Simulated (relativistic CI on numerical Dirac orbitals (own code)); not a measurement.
One change at a time: Bi⁸¹⁺

Base calculation: Dirac-Coulomb-Breit CI, orbitals from a KLI potential per configuration, QED by a radiative potential, unscaled Slater integrals.

Configuration list: 1s², 1s2s, 1s2p, 1s3s, 1s3p, 1s3d, 1s4s, 1s4p, 1s4d, 1s4f, 1s5s, 1s5p, 1s5d, 1s5f, 1s5g, 1s6s, 1s6p, 1s6d, 2s². Levels of other configurations are missing.

The lowest level and the first level of each name with at least 55 % of one term (blank where a level has no safe partner in the second run):

| Level | Base (eV) | Shift (eV) |
| --- | --- | --- |
| 1s² ¹S0 | 0.0 | 0.0 |
| 1s2s ³S1 | 75996.0 | +147.6 |
| 1s2p ³P°1 | 76129.5 | +176.0 |
| 1s2s ¹S0 | 76193.4 | +147.5 |
| 1s2p ³P°0 | 76198.0 | +176.0 |
| 1s2p ³P°2 | 78803.0 | +174.5 |
| 1s2p ¹P°1 | 78860.3 | +174.6 |
| 1s3s ³S1 | 90919.7 | +171.3 |
| 1s3p ³P°1 | 90954.5 | +179.7 |
| 1s3s ¹S0 | 90972.1 | +171.1 |
| 1s3p ³P°0 | 90972.2 | +179.7 |
| 1s3p ³P°2 | 91751.4 | +179.2 |
| 1s3d ³D2 | 91760.8 | +181.0 |
| 1s3d ³D1 | 91766.8 | +181.0 |
| 1s3p ¹P°1 | 91768.9 | +179.2 |
| 1s3d ³D3 | 91977.4 | +180.6 |
| 1s3d ¹D2 | 91981.4 | +180.6 |
| 1s4s ³S1 | 96009.4 | +177.0 |
| 1s4p ³P°1 | 96023.3 | +180.5 |
| 1s4p ³P°0 | 96030.3 | +180.5 |
| 1s4s ¹S0 | 96030.5 | +176.9 |
| 1s4p ³P°2 | 96356.2 | +180.3 |

At this charge energies of transitions that change n are usually good to better than 1 %, and those within a shell (Δn = 0) to a few per cent.

Q: One thing was changed in a second run, which moved the levels as shown. Which?
A. QED terms removed
B. Breit term removed
C. configuration mixing switched off

A: A. QED terms removed. QED shifts follow the density of s (and p1/2) electrons at the nucleus, so configurations move by their count of such electrons; where none moves, the smaller shifts of p3/2 electrons and of j = l + 1/2 against j = l − 1/2 set the pattern.

LS names give the leading component of a level, which can be under half, so a name can repeat, a term be missing and a line seem to break the LS rules.
